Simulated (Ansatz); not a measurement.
Question: Name a neutral molecule of N, O, Si and H with HOMO energy (PBE0/def2-TZVPP) between -8.00 and -7.70 eV and HOMO energy (B3LYP/def2-TZVPP) between -7.65 and -7.35 eV (Ansatz, PBE0-D4/def2-TZVP geometry).

Answer: `O[SiH2]N[Si](O)(O)O` (-7.85 eV, -7.59 eV); `O[SiH2]N[SiH3]` (-7.77 eV, -7.53 eV). Other molecules can fit too; these were computed, each in one conformer that needn't be the lowest.

B3LYP here is the variant with VWN-RPA as its local correlation; programs differ in this.
